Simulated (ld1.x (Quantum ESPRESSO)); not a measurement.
## Transferability test, PAW potential for Tc

- Element: technetium (Tc)
- Generator: ld1.x (Quantum ESPRESSO) 7.5
- Type: PAW
- Functional: Wu–Cohen
- Relativity: scalar-relativistic
- Frozen core: [Ar] 3d10 4s2
- Valence charge: 13
- Reference configuration: 4p6 4d5 5s1.5 5p0 (charge +0.5)
- Partial waves: 5s (bound): rcut 2.00, rcutus 2.55 bohr; 5s channel at 0.3 Ry: rcut 2.00, rcutus 2.55 bohr; 4p (bound): rcut 1.55, rcutus 1.90 bohr; 5p (bound, empty): rcut 1.55, rcutus 1.90 bohr; 4d (bound): rcut 1.45, rcutus 1.90 bohr; 4d channel at -0.15 Ry: rcut 1.45, rcutus 1.90 bohr; 4f channel at 0.05 Ry: rcut 1.80, rcutus 2.25 bohr; 4f channel at 2.05 Ry: rcut 1.80, rcutus 2.25 bohr
- Local potential: all-electron potential smoothed inside 2.00 bohr (lloc = -1)
- Core correction: a·sin(br)/r model core, default radius (ld1.x builds one for every PAW set, though the input has nlcc=.false.)
- Augmentation charge: GAUSS, radius 1.20 bohr

Energies are relative to the spin-unpolarised reference configuration 4p6 4d5 5s1.5 5p0; without spin polarisation the order of configurations can differ from experiment.

| valence configuration | charge | ΔE all-electron (eV) | error AE − PS (meV) |
| --- | --- | --- | --- |
| 4p6 4d5 5s2 5p0 | 0 | -3.310 | +0.5 |
| 4p6 4d5 5s0 5p0 | +2 | 19.724 | +3.9 |
| 4p6 4d4 5s0 5p0 | +3 | 48.421 | -22 |
| 4p6 4d5 5s1 5p1 | 0 | 0.527 | +0.1 |
| 4p6 4d4 5s2 5p1 | 0 | 3.306 | +4.5 |
| 4p6 4d4 5s2 5p0 | +1 | 8.342 | -0.5 |

What are ΔE and the potential's error for 4p6 4d5 5s1 5p0?

ΔE = 4.897 eV all-electron; the error (AE − PS) is 0.0 meV.

Levels in the configuration 4p6 4d5 5s0 5p0:

```json
{"level": "4p", "all-electron (eV)": "-61.568", "pseudo (eV)": "-61.582"}
{"level": "4d", "all-electron (eV)": "-22.495", "pseudo (eV)": "-22.501"}
```

Note: ghost state, extra bound levels that the all-electron valence spectrum of the same l lacks: s at -23.2 eV. A true bound ghost makes a file unfit for plane-wave use.
